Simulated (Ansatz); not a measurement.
Ansatz results at the PBE0-D4/def2-TZVP geometry: HOMO energy (B3LYP/def2-TZVPP) -7.13 eV; HOMO–LUMO gap (PBE/def2-TZVPP) 4.41 eV; size of the dipole moment (ωB97M-V/def2-TZVPP) 0.98 D.

Each molecule was computed in one conformer, which needn't be the lowest.

(1) Which molecule gave them?
A. `B[CH](Cl)[GaH][OH]`
B. `[AlH2][NH][SiH2][GeH3]`
C. `BCBF`
D. `C[Se]C(O)O`

Results:

(1) B. The others give `BCBF`: -8.76, 4.78, 1.16; `B[CH](Cl)[GaH][OH]`: -7.85, 4.63, 1.57; `C[Se]C(O)O`: -6.08, 4.42, 1.78.

B3LYP here is the variant with VWN-RPA as its local correlation; programs differ in this.
